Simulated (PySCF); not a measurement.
# Be (beryllium, neutral) across methods

[He] 2s1 3s1, high-spin 3S determinant (an excited configuration). All numbers are calculated (PySCF 2.14, no relativity, point nucleus, in aug-cc-pVQZ with one added diffuse shell each of s, p, d, f, g type (7s6p5d4f3g, 105 functions)).

```tsv
method	E (hartree)	mean ε 1s β (eV)	mean ε 2s α (eV)	mean ε 3s α (eV)	Σ⟨r²⟩ (bohr²)	⟨S²⟩
B97-3	-14.4381	-119.18	-11.400	-2.049	68.95	2.000
r2SCAN	-14.4298	-115.19	-10.542	-1.751	69.47	2.000
LDA	-14.2238	-111.38	-10.229	-1.776	67.93	2.000
M06-2X	-14.4404	-123.59	-11.868	-2.423	61.92	2.000
UHF	-14.37747	-134.86	-14.241	-2.724	73.93	2.000
PBE0	-14.4150	-118.39	-11.408	-2.098	68.74	2.000
BLYP	-14.4344	-113.09	-10.193	-1.600	68.90	2.000
PBE	-14.4081	-112.64	-10.352	-1.801	67.76	2.000
LC-wPBE	-14.4146	-118.75	-14.143	-2.964	70.83	2.000
```

The outer electron is Rydberg-like, and this basis confines it to a smaller radius and binds it less than a complete one would.
